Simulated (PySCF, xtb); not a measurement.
F₅Te, SMILES F[Te](F)(F)(F)F, multiplicity 2.

Harmonic wavenumbers (cm⁻¹) from xtb with GFN2-xTB at its own minimum, in rising order: 86, 86, 119, 139, 186, 228, 229, 377, 378, 421, 430, 497.

**Question.** What does PBE-D3(BJ)/def2-SVP in PySCF give at its own minimum? (An estimate is asked for; the answer gives what the named calculation found.)

**Answer.** 106, 171, 171, 195, 231, 242, 242, 560, 560, 585, 585, 660. Paired by order, the mean absolute difference is 94 cm⁻¹ and the zero-point energies are 4.5 and 6.2 kcal/mol.
